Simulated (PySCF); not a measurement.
[WO3Br]−: from a saddle point downhill

PySCF 2.14.0, RKS PBE, W def2-SVP with ECP60, O def2-SVP, Br def2-SVP; non-relativistic Hamiltonian with scalar-relativistic core potentials where named; density fitting; no spin-orbit coupling. Relaxed within the symmetry of its start, the geometry (C2v) is

```xyz
5

W     0.0000    0.8122    0.0000
O     1.6261    0.0904    0.0000
O     0.0000    2.5738    0.0000
O    -1.6261    0.0904    0.0000
Br    0.0000   -2.4515    0.0000
```

and its lowest harmonic modes are -257, -111, -20, 56, 262, 275 cm⁻¹ (negative: unstable). It was moved along the lowest mode and relaxed again, within the group Cs that the move left.

Where does it end, and how much lower?

In C3v, 4.232 eV lower, after 13 steps:
```xyz
5

W     0.0000    0.3468    0.1532
O     1.4293    0.4654    1.1726
O     0.0000    1.6961   -0.9764
O    -1.4293    0.4654    1.1726
Br    0.0000   -1.8585   -1.0904
```

How do the contacts change?


```
    contact  saddle (Å)  end (Å)
  W1–O2 (O)       1.779    1.760
  W1–O3 (O)       1.762    1.760
  W1–O4 (O)       1.779    1.760
W1–Br5 (Br)       3.264    2.532
```


Is the end a minimum?

Yes; lowest modes 138, 138, 199, 304, 313, 316 cm⁻¹.

State: singlet.
